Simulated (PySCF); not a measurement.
## Computed and reference excited states of `[As]#[As]`

Published values to compare with (the computed states carry no symmetry labels, so the two lists aren't matched line by line):

```csv
state,E (eV),f,kind of transition,source
c 3Σu+ 1u,1.80,,"Te (adiabatic, minimum to minimum, no zero-point energy)",[1]
c 3Σu+ 0u-,1.82,,"Te (adiabatic, minimum to minimum, no zero-point energy)",[1]
```

[1] measured, gas; Huber, Herzberg, Constants of Diatomic Molecules, NIST Chemistry WebBook

As₂.
Atom-mapped SMILES: `[As:1]#[As:2]`

Structure used (PBE0-D3(BJ)/def2-TZVP), in Å, numbered top down from 1:
```
atom  x, y, z in Å
As1    1.0531   -0.0268    0.0008
As2   -1.0356   -0.0020   -0.0129
```

Theory: TDDFT CAM-B3LYP/aug-cc-pVTZ, vertical, gas phase, core orbitals frozen in the response (PySCF). Geometry: PBE0-D3(BJ)/def2-TZVP; no solvent, vibrations or thermal averaging. The CAM-B3LYP/aug-cc-pVTZ calculation is non-relativistic and has no spin–orbit coupling, an omission that weighs most on arsenic.

Computed singlets: 2.74 eV (f 0.000); 3.20 eV (f 0.000 summed over 2 states); 3.68 eV (f 0.000 summed over 2 states); 5.38 eV (f 0.212); 6.61 eV (f 0.000 summed over 2 states); 6.66 eV (f 0.379 summed over 2 states). Computed triplets (Tamm–Dancoff): 2.03, 2.36, 2.36 eV.

Adiabatic (Te) and 0-0 energies refer to the relaxed excited state and aren't the vertical quantity computed here.
